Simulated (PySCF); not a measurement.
**Ionisation energy of Cd+ by level of theory**

Cd+ [Kr] 4d10 5s1 (2S) → Cd(2+) [Kr] 4d10 (1S), as a difference of total energies. Calculation: PySCF 2.14, in def2-TZVP with the def2 core potential (28 electrons); a scalar-relativistic core potential. Correlated levels: valence: 4s2 4p6 frozen. The calculations carry no spin-orbit coupling.

```tsv
method	ionisation energy (eV)	error (eV)
UHF	15.586	-1.322
MN15	17.082	+0.174
PBE	17.446	+0.538
MP2 (valence)	16.383	-0.525
SCS-MP2 (valence)	16.244	-0.664
CCSD (valence)	16.294	-0.614
CCSD(T) (valence)	16.324	-0.584
```

Reference: 16.908 eV (measured; NIST Atomic Spectra Database, ionization energies).

Errors of the correlated levels include the incompleteness of this basis and the frozen core.
